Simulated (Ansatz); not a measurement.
Consider the homolysis of the F–Si bond: `F[SiH2]O[SiH2]Cl` → F• + `[SiH2]O[SiH2]Cl`•.

Gas-phase electronic energies from Ansatz, PBE0-D4/def2-TZVP geometries. CCSD(T)/CBS is the MP2 limit (def2-TZVPP, def2-QZVPP) plus CCSD(T) − MP2 in def2-TZVPP, frozen cores. This one scheme is used for every species, atoms too. Functionals use def2-TZVPP. Open shells (•) are unrestricted, without spin–orbit coupling. Spin–orbit coupling would lower the free atoms: a little for F. One conformer a species, not always the lowest.

```
         level  ΔE (kJ/mol)
       PBE0-D4        646.6
         BHLYP        634.7
 HF/def2-TZVPP        514.8
CCSD/CBS(def2)        674.1
```

(1) What does CCSD(T)/CBS give? (Estimate.)

(2) What do rigid-rotor, harmonic-oscillator terms from PBE0-D4/def2-TZVP frequencies (298.15 K, 1 bar) make of the CCSD(T)/CBS value? (Best estimate.)

Largest T1 diagnostic among the species: 0.013.

## Answers

(1) Ansatz gave: +682.6 kJ/mol. The listed levels differ from it by -36.0, -47.9, -167.8, -8.5 kJ/mol.

(2) Computed: ΔZPE = -14.0 kJ/mol, ΔH = +673.3 kJ/mol, ΔS = 145 J/(mol·K), ΔG = +630.1 kJ/mol. Open shells count their whole term as degenerate. Modes under 50 cm⁻¹ make the entropy rough.

From BLYP to BHLYP (50 % exact exchange), in def2-TZVPP and without D4, ΔE moves by −17.8 kJ/mol: exact exchange takes away binding that semilocal exchange gives to molecules. In def2-TZVPP, CCSD(T) changes the Hartree–Fock value by +146.6 kJ/mol (the triples alone add +8.5 kJ/mol) and MP2 by +179.1 kJ/mol; breaking electron pairs costs correlation energy, which Hartree–Fock lacks.

CCSD(T)/CBS has its own doubt, a few kJ/mol and more with outer-core shells, so smaller differences from it don't rank the levels.
